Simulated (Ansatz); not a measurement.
`[CH3][Y]([Cl])[Cl]` and `[CH3][Y]([CH3])[Cl]` differ in one atom or group.

Ansatz, PBE0-D4/def2-TZVP geometries, multiplicity 1. 

Elements past krypton have def2 core potentials.

```tsv
property	`[CH3][Y]([Cl])[Cl]`
LUMO energy (B3LYP/def2-TZVPP) / eV	-2.85
HOMO energy (PBE0/def2-TZVPP) / eV	-7.35
size of the dipole moment (B3LYP/def2-TZVPP) / D	1.58
LUMO energy (PBE/def2-TZVPP) / eV	-3.28
HOMO energy (ωB97M-V/def2-TZVPP) / eV	-9.61
LUMO energy (ωB97M-V/def2-TZVPP) / eV	-1.07
```

Problem. Give the same properties after the change, and the shifts. (An estimate is asked.)

Solution. The calculation gave: 
| property | `[CH3][Y]([CH3])[Cl]` | shift |
| --- | --- | --- |
| LUMO energy (B3LYP/def2-TZVPP) / eV | -2.45 | 0.40 |
| HOMO energy (PBE0/def2-TZVPP) / eV | -6.77 | 0.58 |
| size of the dipole moment (B3LYP/def2-TZVPP) / D | 3.91 | 2.33 |
| LUMO energy (PBE/def2-TZVPP) / eV | -2.82 | 0.46 |
| HOMO energy (ωB97M-V/def2-TZVPP) / eV | -9.03 | 0.58 |
| LUMO energy (ωB97M-V/def2-TZVPP) / eV | -0.97 | 0.10 |

With PBE0 the HOMO rises by 0.58 eV and the LUMO rises by 0.40 eV, so the gap narrows by about 0.18 eV. PBE moves the HOMO by 0.56 eV and ωB97M-V by 0.58 eV. Dipoles are sizes alone; their direction can turn.

B3LYP here is the variant with VWN-RPA as its local correlation; programs differ in this.
